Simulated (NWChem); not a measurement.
Species: MoHO$_{3}$ cation; SMILES [O]=[Mo+](=[O])[OH]

```xyz
5

Mo     0.3233    -0.0780     0.0000
O     -0.3884    -0.7947     1.2970
O     -0.3884    -0.7947    -1.2970
O     -0.0806     1.6718     0.0000
H     -0.7202     2.4062     0.0000
```
Atoms are numbered in this order, from 1.

Results from NWChem. Structure relaxed at the PBE0/def2-SVP level. This spin state was assumed; another may lie lower. def2 effective core potentials on Mo; no spin-orbit coupling. B3LYP is NWChem's, with the RPA form of VWN correlation. Static field.

```
level                   isotropic polarisability (bohr³)  anisotropy (bohr³)
----------------------  --------------------------------  ------------------
PBE/def2-SVPD                                          ?                19.9
B3LYP/def2-SVPD                                     37.3                19.6
Hartree-Fock/def2-SVPD                              35.1                17.7
```

**Question.** What belongs in the gaps?

**Answer.** 
- PBE/def2-SVPD, isotropic polarisability (bohr³): 38.0
